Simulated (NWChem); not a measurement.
CH₃CdCl; SMILES [Cl][Cd][CH3]

Program: NWChem. Geometry: optimised at PBE-D3(BJ)/def2-SVP. def2 effective core potentials on Cd; no spin-orbit coupling. B3LYP is NWChem's, with the RPA form of VWN correlation. Static field.

```csv
level,isotropic polarisability (bohr³),anisotropy (bohr³)
PBE/def2-SVPD,62.6,…
B3LYP/def2-SVPD,60.8,42.6
"LDA (Slater exchange, VWN5)/def2-SVPD",63.0,45.7
Hartree-Fock/def2-SVPD,54.0,30.0
```

Problem. Some entries are withheld; supply them.

Solution. 
- PBE/def2-SVPD, anisotropy (bohr³): 44.5
